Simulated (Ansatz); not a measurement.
```yaml
crystal:
  periodic: [false, false, false]
  atoms:
    - {symbol: N, position_ang: [-0.426166, 1.586384, -0.925284]}
    - {symbol: C, position_ang: [-0.504118, 0.382312, -0.606153]}
    - {symbol: Si, position_ang: [0.490495, -0.638284, 0.636920]}
    - {symbol: I, position_ang: [-1.995743, -0.816411, -1.584713]}
    - {symbol: H, position_ang: [0.311283, 2.068218, -0.405526]}
    - {symbol: H, position_ang: [1.163759, -1.741023, -0.087121]}
    - {symbol: D, position_ang: [-0.437279, -1.172708, 1.660251]}
    - {symbol: H, position_ang: [1.489769, 0.274312, 1.255726]}
basis:
  gaussian: {orbitals: def2-mTZVPP}
hamiltonian: {xc: {name: PBE}, dispersion: d3bjatm}
scf: {lower_state_search: off}
```

```sh
$ ansatz run in.yaml --threads 4 --pin off --events-out ev --progress --plain --max-ram 10444MiB
```

Output, abridged:

```
Error: YAML parse error: error: line 10 column 16: `D` is not an element symbol (H … Og, case-exact)
 8 |     - {symbol: H, position_ang: [0.311283, 2.068218, -0.405526]}
 9 |     - {symbol: H, position_ang: [1.163759, -1.741023, -0.087121]}
10 |     - {symbol: D, position_ang: [-0.437279, -1.172708, 1.660251]}
11 |     - {symbol: H, position_ang: [1.489769, 0.274312, 1.255726]}
12 | basis:
```

**Question.** Something in this input is off. What?

**Answer.** An element symbol is wrong. The program refused the input.
